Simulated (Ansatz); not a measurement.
A run for Ansatz (a first-principles code): U-CCSD(T)/def2-QZVPP on O2 (SMILES O=O). The basis file is the Basis Set Exchange's JSON of that set.

Ansatz 0.2 input:
```yaml
crystal:
  periodic: [false, false, false]
  atoms:
    - {symbol: O, position_ang: [0.00000000, -0.00000000, -0.60213195]}
    - {symbol: O, position_ang: [-0.00000000, 0.00000000, 0.60213195]}
basis:
  gaussian:
    orbitals: def2-QZVPP.json
magnetization: {spin_polarized: true, initial_magnetization: 2}
correlation: {method: ccsd_t, electrons: outside_noble_gas}
scf: {omitted_lower_state_checks: [cluster_reference]}
```

**Question.** Predict the final total energy.

**Answer.** -150.1746 hartree (reference determinant -149.6904, T1 diagnostic 0.018).

**Question.** How many basis functions does it have, and what does it roughly cost on one machine?

**Answer.** 114 functions; about 18 core-seconds (a rough figure).
